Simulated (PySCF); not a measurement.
Working with the constants of AsO

PBE0 constants of AsO, ²Π (doublet), unpaired electrons π ↑ (As cc-pVTZ-PP with ECP10, O cc-pVTZ; scalar-relativistic core potentials (PySCF 2.14); masses 74.9216 and 15.9949 u):

| Quantity | Value |
| --- | --- |
| ωe | 1034.3 cm⁻¹ |
| ωexe | 4.26 cm⁻¹ |
| Be | 0.4913 cm⁻¹ |
| αe | 0.00284 cm⁻¹ |
| D (centrifugal) | 4.43e-07 cm⁻¹ |
| De to As + O | 4.70 eV |

**Question.** Give the vibrational terms G(v) and spacings up to v = 6.

**Answer.** G(v) = ωe(v+½) − ωexe(v+½)².

```csv
v,G(v) (cm⁻¹),G(v) − G(v−1),Bv (cm⁻¹)
0,516,,0.4899
1,1542,1026,0.4870
2,2559,1017,0.4842
3,3568,1009,0.4814
4,4568,1000,0.4785
5,5560,992,0.4757
6,6543,983,0.4728
```

**Question.** How well does the Morse estimate ωe²/(4ωexe) reproduce De, and what is D0?

**Answer.** It gives 7.78 eV, 166 % of the computed De. D0 = De − G(0) = 4.70 − 0.06 = 4.64 eV.

Spin–orbit coupling is left out. The state was picked by a PBE0 search and need not be the measured ground state.
